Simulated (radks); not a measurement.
Results of a calculation; reference values are marked as such.
The oxygen anion O-, [He] 2s2 2p5, held by a Watson sphere: a shell of charge +1 at radius R that stands for the Madelung well of a crystal (potential energy -1/R inside, -1/r outside, in hartree with lengths in bohr). Level of theory: non-relativistic Kohn-Sham, r2SCAN, spin-polarised, spherical densities, point nucleus; open shells are filled with parallel spins first; meta-GGA in the generalised Kohn-Sham scheme (a radial shooting solver on a logarithmic mesh with Libxc functionals).

R (bohr)  e(2s down) (eV)  e(2p up) (eV)  e(2p down) (eV)  <r> 2p (bohr)  sum of <r^2> (bohr^2)  X-ray form factor at sin(theta)/lambda = 0.2 1/angstrom
1.66              -23.982         -9.980           -8.202          1.375                  15.21                                                    5.973
1.7               -23.847         -9.870           -8.097          1.381                  15.34                                                    5.960
1.99              -22.920         -9.097           -7.350          1.424                  16.16                                                    5.885
2.7               -21.086         -7.462           -5.733          1.510                  17.78                                                    5.780
2.81              -20.851         -7.245           -5.515          1.521                  17.99                                                    5.771
2.82              -20.831         -7.226           -5.496          1.522                  18.01                                                    5.770
3.1               -20.286         -6.717           -4.981          1.549                  18.50                                                    5.752
